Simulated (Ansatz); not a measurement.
Species: sum formula SiOBr, charge 0, multiplicity 2. It need not be the lowest isomer of its formula. SMILES: O=[Si]Br
Geometry: optimised at B3LYP-D3(BJ)/def2-TZVP (Ansatz, an electronic-structure program).

Property: vertical ionisation energy (to the singlet state of charge +1; each state is the SCF solution reached for its spin; for the singlet the Hartree-Fock reference is unstable and T1 is 0.027), in eV. Correlated levels leave the core frozen unless marked. Open shells are spin-unrestricted. No spin-orbit coupling. Frozen are the shells of the preceding noble gas and the d and f shells that filled before the atom's block. No relativistic terms. CBS(X,Y): correlation extrapolated as X^-3; Hartree-Fock from the larger set. The bracket is a focal-point correction in the basis named.

RI-MP2/CBS(def2-TZVPPD,def2-QZVPPD)+[CCSD(T)-MP2]/def2-TZVPPD (Ansatz) gives 9.90 eV.

Q: Another calculation gave 9.88 eV. Which level was it?
A. B3LYP/def2-TZVPD (Ansatz)
B. B2PLYP/def2-TZVPD (Ansatz)
C. CAM-B3LYP/def2-TZVPD (Ansatz)

A: B, B2PLYP/def2-TZVPD (Ansatz). The others give 10.26 (CAM-B3LYP), 10.10 (B3LYP) eV.
